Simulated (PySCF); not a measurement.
## Working out the electron affinity of In

In⁻ [Kr] 4d10 5s2 5p2 (3P) → In [Kr] 4d10 5s2 5p1 (2P). Calculation: PySCF 2.14, in aug-cc-pVTZ-PP with ECP28MDF (6s5p4d2f, 55 functions); scalar relativity through the core potential. Frozen: 4s2 4p6 4d10. Energies in hartree (1 hartree = 27.21139 eV):

| part | In⁻ (lower) | In (upper) |
| --- | --- | --- |
| UHF | -189.213144 | -189.210364 |
| CCSD correlation | -0.052910 | -0.041641 |
| (T) | -0.002133 | -0.000789 |

What does Hartree-Fock give?

(-189.210364) − (-189.213144) = 0.002780 hartree = 0.076 eV.

What do CCSD and CCSD(T) give?

The CCSD correlation energies differ by 0.011269 hartree = 0.307 eV and the triples by 0.001344 hartree = 0.037 eV, so CCSD gives 0.383 eV and CCSD(T) 0.420 eV.

Reference: 0.384 eV (measured; photodetachment measurements, as compiled on the Wikipedia data page of electron affinities), between the lowest levels; spin-orbit coupling is absent from the calculation.

What remains against the reference includes basis incompleteness, the frozen core and higher excitations.
